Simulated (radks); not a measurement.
Isoelectronic series with 53 electrons, all held in the configuration [Kr] 4d10 5s2 5p5, which need not be the ground one along the series. Method: scalar-relativistic Kohn-Sham, BLYP, spin-polarised, spherical densities, finite nucleus; open shells are filled with parallel spins first (spin-orbit coupling, left out, can overturn this in heavy ions); Fermi nuclear charge, rms radius of each element as measured or else 0.836 A^(1/3) + 0.57 fm; computed with a radial shooting solver on a logarithmic mesh with Libxc functionals. Total energies (hartree) and mean radii <r> (bohr):

ion    E (hartree)  5p down  5p up  5s down  5s up
I      -7116.83604    2.500  2.472    1.961  1.961
Xe+    -7447.26872    2.202  2.188    1.822  1.822
Cs2+    -7786.3351    1.995  1.988    1.703  1.704
Ba3+    -8134.0590    1.838  1.833    1.601  1.602
La4+    -8490.4804    1.711  1.708    1.513  1.514
Ce5+    -8855.6390    1.606  1.603    1.436  1.437
Pr6+    -9229.5833    1.515  1.514    1.367  1.368
Nd7+    -9612.3617    1.437  1.435    1.306  1.307
Pm8+   -10004.0230    1.368  1.367    1.250  1.251
Sm9+   -10404.6121    1.306  1.305    1.200  1.201
Eu10+  -10814.2256    1.250  1.250    1.154  1.154
Gd11+  -11232.9023    1.200  1.200    1.111  1.112
Tb12+  -11660.7571    1.154  1.154    1.072  1.073
Dy13+  -12097.7295    1.112  1.112    1.036  1.036
